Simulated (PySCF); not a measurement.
Name the molecule from its bond curve

A diatomic of charge +1 contains Sb. Its singlet curve at PBE0 in a triple-zeta basis (scalar-relativistic core potentials, PySCF), in eV from the separated fragments:

(R (Å), E (eV)): (1.519, -2.538), (1.589, -3.865), (1.660, -4.582), (1.713, -4.830), (1.766, -4.891), (1.819, -4.812), (1.890, -4.547), (1.978, -4.046), (2.084, -3.303), (2.225, -2.222)

The fit gives ωe = 995 cm⁻¹ and the rotational constant Bₑ = 0.3851 cm⁻¹.

Question: Which atom is the partner?

Answer: The minimum lies at 1.760 Å, so the reduced mass is 16.8576 u Å² cm⁻¹/(Bₑ·Re²) = 14.13 u. With Sb at 120.90 u the partner weighs about 16.0 u: O. The molecule is SbO⁺.

Spin–orbit coupling is left out.
